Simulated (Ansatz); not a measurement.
C2HO (SMILES [CH]=C=O), doublet, at a GFN2-xTB geometry; SVWN5/cc-pVDZ (Ansatz, a first-principles code).

Here is a job for Ansatz.
Ansatz 0.2 input:
```yaml
crystal:
  periodic: [false, false, false]
  atoms:
    - {symbol: C, position_ang: [0.02096193, -0.29118014, -1.19660672]}
    - {symbol: C, position_ang: [0.00440730, 0.00402097, 0.01711055]}
    - {symbol: H, position_ang: [0.10767277, -0.53985429, -2.20994473]}
    - {symbol: O, position_ang: [-0.03248602, 0.28285117, 1.16086522]}
basis:
  gaussian:
    orbitals: cc-pVDZ
    final_grid: {core_spheres: 6, valence_spheres: 12, degree: 29}
hamiltonian:
  xc: {name: SVWN5}
magnetization: {spin_polarized: true, initial_magnetization: 1}
```

What the program printed (banner, timings and long lists left out):

```
Functional definition: SVWN5
553 factors; their error is unknown
mean field evaluation 1: about -4097.0173 eV, gradient 2.5e1 eV
mean field evaluation 2: about -4096.5757 eV, gradient 2.8e1 eV
mean field evaluation 4: about -4100.0872 eV, gradient 6.4e0 eV
mean field evaluation 8: about -4100.2900 eV, gradient 7.3e-2 eV
mean field evaluation 16: about -4100.2704 eV, gradient 7.3e-6 eV
mean field evaluation 32: about -4100.2677 eV, gradient 1.1e-6 eV
mean field evaluation 64: about -4100.2703 eV, gradient 2.2e-2 eV
mean field -4100.27043895 eV, -150.6821593682 hartree, gradient 2.4e-6 eV, S^2 0.752753; 4 other end points of the search recorded, 0 dependent functions left out
reference -4100.27045681 eV, -150.6821600245 hartree; 11, 10 occupied and 36, 37 virtual orbitals, 553 factors
Total energy: -4100.27045681 eV, -150.6821600245 hartree
```
